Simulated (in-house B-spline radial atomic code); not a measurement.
Response of Be as one setting changes: the share of exact exchange in a PBE hybrid. A dash marks a strongly mixed or unbound state. Computed with a B-spline radial code for spherical atoms: linear response of the closed shell [He] 2s2 with the functional's adiabatic kernel; non-relativistic, point nucleus, no spin-orbit coupling, no double excitations, S, P, D and F terms only.

```json
{"share of exact exchange in a PBE hybrid": "0", "lowest 1P (eV)": "2s → 2p 4.890", "lowest 3P, Tamm-Dancoff (eV)": "2s → 2p 2.333", "minus highest occupied level (eV)": "5.609", "α (bohr³)": "42.9"}
{"share of exact exchange in a PBE hybrid": "0.1", "lowest 1P (eV)": "2s → 2p 4.903", "lowest 3P, Tamm-Dancoff (eV)": "2s → 2p 2.313", "minus highest occupied level (eV)": "5.962", "α (bohr³)": "42.91"}
{"share of exact exchange in a PBE hybrid": "0.2", "lowest 1P (eV)": "2s → 2p 4.914", "lowest 3P, Tamm-Dancoff (eV)": "2s → 2p 2.294", "minus highest occupied level (eV)": "6.316", "α (bohr³)": "42.95"}
{"share of exact exchange in a PBE hybrid": "0.3", "lowest 1P (eV)": "2s → 2p 4.921", "lowest 3P, Tamm-Dancoff (eV)": "2s → 2p 2.274", "minus highest occupied level (eV)": "6.669", "α (bohr³)": "43"}
{"share of exact exchange in a PBE hybrid": "0.4", "lowest 1P (eV)": "?", "lowest 3P, Tamm-Dancoff (eV)": "?", "minus highest occupied level (eV)": "?", "α (bohr³)": "?"}
{"share of exact exchange in a PBE hybrid": "0.5", "lowest 1P (eV)": "2s → 2p 4.928", "lowest 3P, Tamm-Dancoff (eV)": "2s → 2p 2.235", "minus highest occupied level (eV)": "7.375", "α (bohr³)": "43.14"}
{"share of exact exchange in a PBE hybrid": "0.6", "lowest 1P (eV)": "?", "lowest 3P, Tamm-Dancoff (eV)": "?", "minus highest occupied level (eV)": "?", "α (bohr³)": "?"}
{"share of exact exchange in a PBE hybrid": "0.7", "lowest 1P (eV)": "2s → 2p 4.929", "lowest 3P, Tamm-Dancoff (eV)": "2s → 2p 2.196", "minus highest occupied level (eV)": "8.080", "α (bohr³)": "43.34"}
{"share of exact exchange in a PBE hybrid": "0.8", "lowest 1P (eV)": "2s → 2p 4.927", "lowest 3P, Tamm-Dancoff (eV)": "2s → 2p 2.176", "minus highest occupied level (eV)": "8.432", "α (bohr³)": "43.46"}
{"share of exact exchange in a PBE hybrid": "0.9", "lowest 1P (eV)": "2s → 2p 4.925", "lowest 3P, Tamm-Dancoff (eV)": "2s → 2p 2.157", "minus highest occupied level (eV)": "8.784", "α (bohr³)": "43.59"}
{"share of exact exchange in a PBE hybrid": "1", "lowest 1P (eV)": "2s → 2p 4.921", "lowest 3P, Tamm-Dancoff (eV)": "2s → 2p 2.137", "minus highest occupied level (eV)": "9.135", "α (bohr³)": "43.73"}
```

What belongs in the row for 0.6?

lowest 1P (eV): 2s → 2p 4.929; lowest 3P, Tamm-Dancoff (eV): 2s → 2p 2.215; minus highest occupied level (eV): 7.727; α (bohr³): 43.24.

What belongs in the row for 0.4?

lowest 1P (eV): 2s → 2p 4.926; lowest 3P, Tamm-Dancoff (eV): 2s → 2p 2.254; minus highest occupied level (eV): 7.022; α (bohr³): 43.06.
